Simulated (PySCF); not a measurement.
**Adding and removing an electron: SiI**

MN15; PySCF, scalar-relativistic core potentials, basis sets Si def2-TZVPPD, I def2-TZVPPD with ECP28. Neutral (UKS): doublet (π ↑), Re = 2.430 Å, ωe = 360 cm⁻¹, De = 3.17 eV, HOMO -5.47 eV, LUMO -2.79 eV.

SiI⁻ (UKS): triplet (π ↑↑), Re = 2.662 Å, ωe = 226 cm⁻¹, De = 1.57 eV to Si + I⁻. The energies at the minima are -586.33770 hartree for SiI and -586.39408 for SiI⁻.

Q: Work out the adiabatic electron affinity, without and with harmonic zero-point energies (1 hartree = 27.2114 eV, 1 eV = 8065.5 cm⁻¹), and the change of the bond length.

A: At MN15: 0.05638 hartree = 1.534 eV between the minima; the zero-point term (360.0 − 226.0)/2 cm⁻¹ = +0.008 eV makes it 1.542 eV. Re changes by +23.2 pm against the neutral. The electron enters a π orbital, and the longer bond of the ion fits an antibonding orbital, or a change in how ionic the bond is.

These are scalar-relativistic numbers at best; spin–orbit coupling would shift them, the dissociation energy most. For an ion De counts to the pair picked by the measured ionisation energies or electron affinities, which need not be the lowest pair at this level. States were picked by a PBE0 search and need not be the measured ground states.
